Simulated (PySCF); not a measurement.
A calculated (PBE0, PySCF 2.14, x2c-TZVPPall, scalar relativity by spin-free X2C-1e) atom or ion has these occupied shells.

```csv
shell,electrons,orbital energy (eV),"rms radius, mean of both spins (bohr)"
1s α,1,-55488.6,0.0236
1s β,1,-55488.6,0.0236
2s α,1,-9321.9,0.0953
2s β,1,-9321.9,0.0953
2p α,3,-8276.3,0.0858
2p β,3,-8276.2,0.0858
3s α,1,-2105.5,0.245
3s β,1,-2103.5,0.245
3p α,3,-1783.0,0.246
3p β,3,-1780.9,0.246
3d α,5,-1364.5,0.225
3d β,5,-1362.6,0.225
4s α,1,-432.82,0.551
4s β,1,-428.13,0.551
4p α,3,-325.56,0.586
4p β,3,-320.71,0.586
4d α,5,-177.92,0.641
4d β,5,-172.51,0.641
5s α,1,-61.390,1.34
5s β,1,-59.442,1.34
5p α,3,-34.640,1.57
5p β,3,-33.222,1.57
4f α,7,-17.000,0.889
4f β,3,-14.004,0.889
6s α,1,-6.434,3.87
6s β,1,-5.907,3.87
6p α,1,-3.082,5.01
```

Q: Name the element and its charge.

A: Ho (holmium, neutral), in [Xe] 4f10 6s2 6p1, one real determinant (an excited configuration).
